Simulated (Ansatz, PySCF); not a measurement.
Species: TeF$_{2}$, charge -1, multiplicity 2. 
Structure (B3LYP-D3(BJ)/def2-TZVP (Ansatz, a program for electronic structure) minimum search):
```
Te
F 1 2.1067
F 1 2.1067 2 180.00
```
Charge -1, spin multiplicity 2.

Total electronic energies in hartree. Valence correlation only, unless marked. UHF or UKS for open shells. Spin-orbit coupling is left out. Frozen are the shells of the preceding noble gas and the d and f shells that filled before the atom's block. Past Kr the def2 sets carry scalar-relativistic core potentials. CBS marks a two-point X^-3 extrapolation of the correlation energy; Hartree-Fock from the larger set. [CCSD(T)-MP2]/basis is that difference in the basis named.

| level | program | energy (Eh) |
|---|---|---|
| HF/def2-TZVPPD | Ansatz | -466.01557 |
| TPSS/def2-TZVPD | PySCF | -467.79348 |
| TPSSh-D3(BJ)/def2-TZVPD | PySCF + dftd3 | -467.78595 |
| TPSSh-D4/def2-TZVPD | PySCF + dftd4 | -467.78666 |
| r2SCANh/def2-TZVPD | Ansatz | -467.87580 |
| HSE06-D4/def2-TZVPD | Ansatz + dftd4 | -467.68745 |
| LC-wPBE/def2-TZVPD | Ansatz | -467.80708 |
| B2PLYP-D4/def2-TZVPD | Ansatz + dftd4 | -467.50333 |
| RPA@PBE/def2-QZVPP | Ansatz | -467.08646 |
| RI-MP2/def2-TZVPPD | Ansatz | -466.67155 |
| SCS-MP2/def2-TZVPP | Ansatz | -466.63652 |
| CCSD/def2-SVP | Ansatz | -466.20365 |
| CCSD/def2-TZVPP | Ansatz | -466.66078 |
| CCSD(T)/def2-SVP | Ansatz | -466.21157 |
| RI-MP2/CBS(def2-TZVPPD,def2-QZVPPD)+[CCSD(T)-MP2]/def2-TZVPPD | Ansatz | -466.8188 |

Totals of different functionals don't rank their quality; only differences between species are comparable.
